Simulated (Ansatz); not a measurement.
```xyz
8

N     1.049   -0.385    0.819
V    -0.250   -0.125   -0.401
O    -1.386    1.061    0.196
S     0.655    0.463   -2.075
Cl   -1.303   -1.987   -0.738
H     2.045   -0.407    0.664
H     0.805   -0.495    1.795
H    -1.615    1.875   -0.260
```

The species carries charge 0 and has multiplicity 1.

Task: List the B3LYP/def2-TZVPP orbital energies in eV (the Gaussian-basis code of Ansatz). (Estimate.)

Result: Computed: Occupied: -5359.77, -2762.04, -2417.86, -608.32, -521.44, -513.15, -513.11, -513.02, -390.14, -256.79, -215.90, -195.77, -195.70, -195.69, -160.37, -160.36, -160.35, -73.75, -47.47, -47.30, -47.26, -27.31, -23.43, -21.62, -18.43, -14.31, -14.28, -11.71, -10.70, -10.38, -10.07, -9.40, -9.02, -8.89, -8.23, -7.90, -7.63. Lowest empty: -3.24, -3.05, -2.35, -1.94, -1.84, -0.18, 1.01, 1.98.

B3LYP here is the variant with VWN-RPA as its local correlation; programs differ in this.
